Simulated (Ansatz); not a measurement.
Reaction (isomerisation): `C=C(F)[SiH2][SeH]` → `C=C([SeH])[SiH2]F`

Computed with Ansatz on PBE0-D4/def2-TZVP structures; ΔE is electronic, products minus reactants. CBS: MP2 limit from def2 TZ/QZ plus the TZ coupled-cluster correction, frozen cores. Functionals use def2-TZVPP. B3LYP here is the variant with VWN-RPA as its local correlation; programs differ in this. For Se outer-core shells are correlated without core-valence functions, which leaves a few kJ/mol of doubt a bond. Scalar relativity is left out up to krypton. One conformer a species, not always the lowest.

(1) Is it downhill or uphill in electronic energy at CCSD(T)/CBS, and by how much? (Best estimate.)

(2) What do these levels give: PBE-D4, r2SCAN-D4, PBE0-D4, B3LYP-D4, PBE, B3LYP, MP2/def2-TZVPP, SCS-MP2/def2-TZVPP, HF/def2-QZVPP, MP2/def2-QZVPP, SCS-MP2/def2-QZVPP, MP2/CBS(def2)? (Best estimate.)

Largest T1 diagnostic among the species: 0.011.

## Answers

(1) The calculation gave: Downhill: ΔE = -120.0 kJ/mol.

(2) Ansatz gave: PBE-D4 -98.7, r2SCAN-D4 -107.8, PBE0-D4 -102.2, B3LYP-D4 -111.3, PBE -96.8, B3LYP -108.1, MP2/def2-TZVPP -131.5, SCS-MP2/def2-TZVPP -129.0, HF/def2-QZVPP -115.8, MP2/def2-QZVPP -131.7, SCS-MP2/def2-QZVPP -129.5, MP2/CBS(def2) -130.6 kJ/mol.

In def2-TZVPP, CCSD(T) changes the Hartree–Fock value by −7.3 kJ/mol (the triples alone add −0.3 kJ/mol) and MP2 by −17.9 kJ/mol. The D4 term adds −3.3 kJ/mol with B3LYP and −1.5 kJ/mol with PBE0; it sums over pairs of atoms, weighted by their polarisabilities, and B3LYP, whose exchange is more repulsive, gets the larger term. From PBE to PBE0 (25 % exact exchange), in def2-TZVPP and without D4, ΔE moves by −3.9 kJ/mol.
